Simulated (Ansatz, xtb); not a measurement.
# Two structures of AlCl2H3O4Si

We compare I, a singlet given by its coordinates, with II, `[OH][Al]([Cl])[O][Si](O)(O)Cl`, a singlet. Both are isolated molecules in the gas phase, relaxed with PBE0-D4/def2-SVP; the shapes shown needn't be the lowest conformers.

I (Å):

```xyz
11

Al   -0.2863    1.4350    0.8301
Cl   -0.8844    3.0183    2.0754
Cl   -0.2076   -0.4926    1.6682
O     1.4479    0.8843   -2.5545
O     1.0397    3.4414   -2.0501
O     1.4614    1.8773    0.0892
O    -0.6831    1.5131   -0.9024
Si    0.7549    1.9315   -1.5091
H     1.1534   -0.0313   -2.5059
H     1.2099    3.5503   -2.9903
H     2.2200    2.3852    0.3979
```

Close contacts (Å): Al1–Cl2 2.10, Al1–Cl3 2.10, Al1–O6 1.95, Al1–O7 1.78, Al1–Si8 2.61, O4–Si8 1.63, O5–Si8 1.63, O6–Si8 1.75, O7–Si8 1.62, O4–H9 0.96, O5–H10 0.96, O6–H11 0.96.

II (Å):

```xyz
11

Al   -0.0765    0.4071    2.0299
Cl    0.7151   -0.3842    3.7789
Cl    1.7919    1.1256   -1.8764
O    -1.6936    0.1791    1.5991
O     0.9341    1.3213    0.9931
O    -0.9406    1.9134   -0.7394
O     1.0355    3.6664   -0.4315
Si    0.6752    2.0668   -0.4264
H    -1.9626    0.6124    0.7787
H    -1.2952    2.4106   -1.4832
H     1.9627    3.9151   -0.4879
```

Q: Estimate E(II) − E(I) at the level CCSD(T)/def2-SVP + ΔMP2/def2-TZVPP.

A: Calculated at CCSD(T)/def2-SVP + ΔMP2/def2-TZVPP: E(II) − E(I) = +0.691 eV, so structure I lies lower.

Level by level:

| level | geometry | E(II) − E(I) (eV) | departure from the last row (eV) | job, with rough time for the two |
| --- | --- | --- | --- | --- |
| PBE0-D4/def2-SVP | PBE0-D4/def2-SVP | +0.852 | +0.161 | optimisation, 5 min |
| HF/def2-SVP | PBE0-D4/def2-SVP | +0.810 | +0.119 | part of the CCSD(T) run |
| MP2/def2-SVP | PBE0-D4/def2-SVP | +0.838 | +0.147 | part of the CCSD(T) run |
| CCSD(T)/def2-SVP | PBE0-D4/def2-SVP | +0.837 | +0.145 | single point |
| CCSD(T)/def2-SVP + ΔMP2/def2-TZVPP | PBE0-D4/def2-SVP | +0.691 |  | single point, 59 s |

The levels shown agree on the order. The largest departure from CCSD(T)/def2-SVP + ΔMP2/def2-TZVPP is that of PBE0-D4/def2-SVP, 0.161 eV. Levels run at GFN2-xTB geometries aren't shown. The last row adds to CCSD(T) the change of the MP2 difference between the two basis sets, here −0.145 eV, a large step that makes the value less sure.

With thermal terms from frequencies at re-optimised GFN2-xTB minima (ideal gas, soft modes damped towards free rotors, one conformer each, 298.15 K, 1 atm): the zero-point term adds −0.044 eV; ΔH is +0.675 and ΔG +0.600 eV.

The correlated steps freeze 24 core orbitals. Run with Ansatz 0.2.0, xtb 6.7.1; the last row on 2 threads of Intel(R) Xeon(R) 6975P-C (Granite Rapids) on a shared host.
